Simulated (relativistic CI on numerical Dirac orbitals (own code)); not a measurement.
I⁴⁹⁺: sensitivity of the levels to the model

Base calculation: Dirac-Coulomb-Breit CI, separate exchange-only KLI orbitals for each configuration, model QED (radiative potential, 1s self-energy scaled to tabulated hydrogen-like ionisation energies), unscaled Slater integrals.

CI space (outside the closed core 1s2): 2s2, 2s.2p, 2p2, 2p.3s, 2p.3p, 2s.3s, 2s.3p, 2s.3d, 2s.4s, 2s.4p, 2s.4d, 2s.4f, 3s2, 3s.3p, 3p2. Levels of other configurations are missing.

The lowest level and the first level of each name with at least 55 % of one term (blank where a level has no safe partner in the second run):

```csv
Level,Base (eV),Shift (eV)
2s2 1S_0,0.00,0.00
2s.2p 3P°_0,101.95,-9.91
2s.2p 3P°_1,124.48,-9.88
2p2 3P_0,295.18,-15.33
2s.2p 3P°_2,438.43,-9.93
2s.2p 1P°_1,501.96,-9.84
2p2 3P_1,603.34,-9.92
2p2 1D_2,618.90,-9.63
2p2 3P_2,948.88,-9.74
2p2 1S_0,997.02,-14.06
2s.3s 3S_1,5193.04,-8.44
2s.3s 1S_0,5214.05,-6.37
2s.3p 3P°_0,5242.97,-9.70
2s.3p 3P°_1,5243.90,-8.88
```

At this charge energies of transitions that change n are usually good to better than 1 %, and those within a shell (Δn = 0) to a few per cent.

(1) One thing was changed in a second run, which moved the levels as shown. Which?
A. Breit term removed
B. non-relativistic limit
C. valence Slater integrals scaled by 0.9
D. configuration mixing switched off
E. QED terms removed

## Answers

(1) D. Configuration mixing switched off. Without mixing, levels that were pushed by configurations of the same parity and J return to their single-configuration places.

LS names give the leading component of a level, which can be under half, so a name can repeat, a term be missing and a line seem to break the LS rules.
